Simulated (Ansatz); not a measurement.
Geometry optimisation, RKS B3LYP/def2-SVP in Ansatz.

Input:

```yaml
crystal:
  periodic: [false, false, false]
  atoms:
    - { symbol: C, position_ang: [-0.1331, -1.2616, 1.7983] }
    - { symbol: B, position_ang: [0.3882, -0.4135, 0.5486] }
    - { symbol: C, position_ang: [1.477, 0.2591, -0.1923] }
    - { symbol: C, position_ang: [0.2784, 0.4054, -0.6966] }
    - { symbol: C, position_ang: [-0.714, 0.9771, -1.7222] }
    - { symbol: F, position_ang: [-1.1496, 2.2372, -1.2694] }
    - { symbol: H, position_ang: [0.6071, -1.9388, 2.1448] }
    - { symbol: H, position_ang: [-1.0584, -1.7455, 1.4724] }
    - { symbol: H, position_ang: [-0.4253, -0.4927, 2.6468] }
    - { symbol: H, position_ang: [2.5682, 0.495, -0.2196] }
    - { symbol: H, position_ang: [-1.6, 0.3156, -1.8243] }
    - { symbol: H, position_ang: [-0.1615, 1.1076, -2.6526] }
basis:
  gaussian: { orbitals: def2-SVP }
hamiltonian:
  xc: b3lyp
relax:
  f_tol: 0.02
  max_steps: 50
```

Run as:

```bash
$ ansatz run input.yaml --threads 2 --pin off --max-ram 3072MiB --backend cpu --events-out ev --progress --plain --runs-dir out
```

Task: Where does it end, and by what steps?

Result: It converged. After 17 steps the energy has fallen by 0.688 eV; H12 moved furthest, 1.34 Å.

```csv
step,energy less start (eV),largest force component (eV/Å),accepted
0,0.0000,3.947,yes
1,-0.3892,1.420,yes
2,-0.4879,0.284,yes
3,-0.5036,0.410,yes
4,-0.5246,0.233,yes
5,-0.5351,0.540,yes
6,-0.5800,0.298,yes
7,-0.6238,0.330,yes
8,-0.6609,0.159,yes
9,-0.6529,0.641,no
10,-0.6731,0.146,yes
11,-0.6817,0.125,yes
12,-0.6822,0.153,yes
13,-0.6872,0.021,yes
14,-0.6872,0.021,yes
15,-0.6878,0.070,yes
16,-0.6849,0.201,no
17,-0.6882,0.012,yes
```

```xyz
12
Properties=species:S:1:pos:R:3
C -0.116 -1.074 1.936
B 0.382 -0.467 0.590
C 1.385 -0.194 -0.461
C 0.143 0.324 -0.648
C -0.610 1.134 -1.627
F -1.915 1.351 -1.235
H 0.649 -1.659 2.467
H -0.991 -1.723 1.761
H -0.465 -0.270 2.607
H 2.345 -0.212 -0.983
H -0.616 0.624 -2.609
H -0.115 2.113 -1.765
```

The run took 58 s on 2 threads of Intel(R) Xeon(R) Platinum 8488C (Sapphire Rapids), on a shared host, peak memory 0.28 GiB.
